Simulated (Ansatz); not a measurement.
Reaction (ligand exchange at a B–N bond): `CN(C)BO` + `[OH][SnH3]` → `OB[O][SnH3]` + `CNC`

Isolated molecules relaxed with PBE0-D4/def2-TZVP in Ansatz; ΔE leaves out vibrations. CBS: MP2 limit from def2 TZ/QZ plus the TZ coupled-cluster correction, frozen cores. Functionals use def2-TZVPP. B3LYP here is the variant with VWN-RPA as its local correlation; programs differ in this. def2 core potentials past Kr. For Sn outer-core shells are correlated without core-valence functions, which leaves a few kJ/mol of doubt a bond. One conformer a species, not always the lowest.

Task: Is it downhill or uphill in electronic energy at CCSD(T)/CBS, and by how much? (Best estimate.)

Result: Computed: Downhill: ΔE = -25.3 kJ/mol.

Task: What do these levels give: PBE-D4, PBE0-D4, B3LYP-D4, ωB97X-V, PBE, MP2/CBS(def2)? (An estimate is asked.)

Result: Ansatz gave: PBE-D4 -19.8, PBE0-D4 -22.1, B3LYP-D4 -25.4, ωB97X-V -26.1, PBE -20.8, MP2/CBS(def2) -22.2 kJ/mol.

Largest T1 diagnostic among the species: 0.014.

In def2-TZVPP, CCSD(T) changes the Hartree–Fock value by +13.1 kJ/mol (the triples alone add +1.5 kJ/mol) and MP2 by +16.2 kJ/mol.
